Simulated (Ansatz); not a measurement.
Cost and result up the ladder for Ga₃H₂ (5 atoms). Total charge 0; doublet. Geometry: r2SCAN-D4/def2-SVP.

```xyz
5

Ga    0.676    0.016   -1.812
Ga    0.278   -0.905    0.580
Ga   -1.908    0.345   -0.038
H     1.522    0.129   -0.080
H    -0.567    0.416    1.350
```

Ansatz on 4 threads of Arm Neoverse V2 on a shared host. Times are rough, and most runs start from the orbitals of an earlier one. r2SCAN0-D4/def2-TZVP serves as the yardstick here, not as an exact answer. Differences are given only for rows in sets of like size (and for xTB, whose basis is part of the method), since another set adds its own error. Binding counts from free atoms at the same level (Ga doublet, H doublet; other spins of the atoms weren't run), without zero-point energy or a counterpoise term.

Correlated methods freeze 27 core orbitals; core or outer-core shells of Ga are correlated, in sets that lack core-valence functions. The rows differ in basis, and correlated rows in double-zeta sets carry the largest basis error. Another isomer (doublet) lies 0.33 eV lower at PBE0-D4/def2-TZVP; other spin states weren't run for this one.

Correlated methods converge slowly with the basis, most of all in double-zeta sets.

```
                         level  functions  wall time  binding energy per atom (eV)  difference from r2SCAN0-D4/def2-TZVP (eV)                        remarks
PBE-D4/def2-TZVP (with forces)        156      2.9 s                          1.76                                       0.04                              –
             PBE0-D4/def2-TZVP        156      5.5 s                          1.71                                      -0.02                              –
           r2SCAN-D4/def2-TZVP        156        7 s                          1.78                                       0.05                              –
          r2SCAN0-D4/def2-TZVP        156      8.5 s                          1.72                                       0.00                              –
              CCSD(T)/def2-SVP        106       21 s                          1.55                                          –  spin-contaminated (⟨S²⟩ 0.97)
```
